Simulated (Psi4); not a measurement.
C$_{2}$Cl$_{4}$ (SMILES ClC(Cl)=C(Cl)Cl), singlet, at a GFN2-xTB geometry. Base run: TPSS/6-31G* (Psi4 1.11).

Geometry (Å):
```xyz
6

C      0.0031     0.0026     0.6693
C     -0.0031    -0.0026    -0.6693
Cl     0.0030     1.4581     1.5706
Cl     0.0114    -1.4458     1.5820
Cl    -0.0030    -1.4581    -1.5706
Cl    -0.0114     1.4458    -1.5820
```
All else is at Psi4's defaults (density fitting, Cartesian functions).
Base energy -1916.99318 Eh.

Variants of this job, named by their change:

| change | ΔE vs base (mEh) | SCF cycles | grid points | basis functions |
|---|---|---|---|---|
| base | 0.000 | 7 | 122252 | 106 |
| dft_radial_points = 50 | -0.553 | 7 | 83106 | 106 |
| guess = sadno | 0.000 | 8 | 122252 | 106 |
| e_convergence = 1e-10 | 0.000 | 9 | 122252 | 106 |
| basis_guess = sto-3g | 0.000 | 7 | 122252 | 106 |
| scf_type = dfdirj+cosx | 0.006 | 8 | 122252 | 106 |
| dft_radial_points = 99 | -0.003 | 7 | 161538 | 106 |
| df_basis_scf = def2-universal-jkfit | 0.062 | 7 | 122252 | 106 |
| d_convergence = 1e-4 | 0.000 | 7 | 122252 | 106 |
| guess = core | 0.000 | 12 | 122252 | 106 |
| e_convergence = 1e-4 | 0.000 | 7 | 122252 | 106 |
| scf_type = out_of_core | 0.134 | 7 | 122252 | 106 |
| damping_percentage = 50 | 0.001 | 63 | 122252 | 106 |
